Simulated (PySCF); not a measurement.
# Radial density of S²⁺ (sulfur, charge +2)

MN15, [Ne] 3s2 3p2, high-spin 3P determinant. All numbers are calculated (PySCF 2.14, the spin-free X2C one-electron Hamiltonian (Gaussian nucleus), in x2c-TZVPall (5s5p2d1f, 37 functions)).

| r (bohr) | 4πr²ρ (e/bohr) | 4πr²(ρα − ρβ) |
| --- | --- | --- |
| 0.00170 | 0.1071 | 0.0000 |
| 0.00286 | 0.2868 | 0.0000 |
| 0.00480 | 0.7336 | 0.0001 |
| 0.00808 | 1.819 | 0.0001 |
| 0.0136 | 4.215 | 0.0003 |
| 0.0229 | 8.719 | 0.0010 |
| 0.0385 | 14.82 | 0.0046 |
| 0.0647 | 18.36 | 0.0224 |
| 0.109 | 14.88 | 0.0920 |
| 0.183 | 12.35 | 0.2380 |
| 0.308 | 17.37 | 0.2725 |
| 0.518 | 12.14 | 0.0202 |
| 0.871 | 3.241 | 0.4654 |
| 1.47 | 2.915 | 1.3378 |
| 2.46 | 0.8810 | 0.5166 |
| 4.14 | 0.02732 | 0.0187 |
| 6.97 | 6.354e-05 | 0.0001 |

Densities and radii are taken from the X2C orbitals without a picture-change correction, which distorts them close to the nucleus.
